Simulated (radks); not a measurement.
Numerical settings for neutral aluminium, [Ne] 3s2 3p1. Method: scalar-relativistic Kohn-Sham, BLYP, spin-unpolarised, spherical densities, finite nucleus; Fermi nuclear charge, rms radius 3.061 fm; computed with a radial shooting solver on a logarithmic mesh with Libxc functionals. The defaults (mesh step 0.008 in ln r, mesh end at 40 bohr or more with all orbitals vanishing there, Anderson mixing 0.5 over 9 steps, residual threshold near 1e-9 with the energy settled to 1e-9 hartree or 1e-11 of itself, here a cap of 54 iterations) give E = -242.8355 hartree and 3p at -2.563 eV in 24 iterations. Run on one thread of a shared host, so times are rough (Intel(R) Xeon(R) Platinum 8488C): 0.09 s of CPU time, 0.09 s wall, 24 iterations on 2309 mesh points. Changes against that run (0 stands for a change within the tolerance of the run):

| setting | iterations | converged | E (mhartree) | e(3p) (meV) | CPU (s) |
|---|---|---|---|---|---|
| mesh step in ln r 0.05 | 14 | yes | +0.000403 | 0 | 0.02 |
| mesh step in ln r 0.012 | 16 | yes | 0 | 0 | 0.05 |
| mesh step in ln r 0.2 | 54 | no | -9.1e+05 | - | 0.06 |
| mesh end (bohr) 20 | 24 | yes | +0.000224 | +0.0605 | 0.09 |
| mesh end (bohr) 3 | 25 | level above zero | +1.4e+03 | +2.29e+04 | 0.07 |
| residual threshold 1e-05 | 14 | yes | 0 | +0.00635 | 0.06 |
| residual threshold 0.01 | 9 | yes | -0.000101 | -4.46 | 0.05 |
| mixing 1.5 | 54 | no | 0 | 0 | 0.17 |
| linear mixing, mixing 1 | 15 | no | +40.4 | -28.9 | 0.07 |
| linear mixing, mixing 0.5 | 41 | no | -4.9e+05 | 0 | 0.18 |
| mixing history 3 | 39 | yes | 0 | 0 | 0.12 |
| iteration cap 8 | 8 | no | -0.000101 | -4.46 | 0.04 |

Settled on a wrong energy, with an occupied level pushed above zero by the early mesh end: mesh end (bohr) 3 (+1.4 hartree). Apart from these: no run marked as converged misses the energy by more than 1 mhartree. A mesh that ends early acts as a hard wall.
